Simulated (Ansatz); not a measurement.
The cluster W₂O₆. Charge 0, multiplicity 1. Geometry PBE-D4/def2-SVP; atoms count from 1.

```xyz
8

W     0.3177   -0.5531    1.3073
W    -0.3177    0.5530   -1.3073
O     1.9017   -0.6623    1.9810
O    -1.9017    0.6626   -1.9808
O    -0.1440    1.1652    0.5279
O     0.8324    1.1986   -2.4187
O    -0.8324   -1.1988    2.4186
O     0.1440   -1.1652   -0.5280
```

In the def2 sets W takes a core potential; there is no spin–orbit coupling. The structure comes from a short search, and lower isomers may exist.

Estimate the Mulliken populations from the PBE0/def2-TZVP orbitals of Ansatz.


```csv
atom,charge (e),d electrons
W1,1.54,3.52
W2,1.54,3.52
O3,-0.46,–
O4,-0.46,–
O5,-0.63,–
O6,-0.46,–
O7,-0.46,–
O8,-0.63,–
```
Mulliken values depend strongly on the basis.

And the Mayer bond orders between heavy atoms (over 0.3)?

W1–O3 2.06 (1.72 Å); W1–O5 0.94 (1.94 Å); W1–O7 2.06 (1.72 Å); W1–O8 0.94 (1.94 Å); W2–O4 2.06 (1.72 Å); W2–O5 0.94 (1.94 Å); W2–O6 2.06 (1.72 Å); W2–O8 0.94 (1.94 Å).
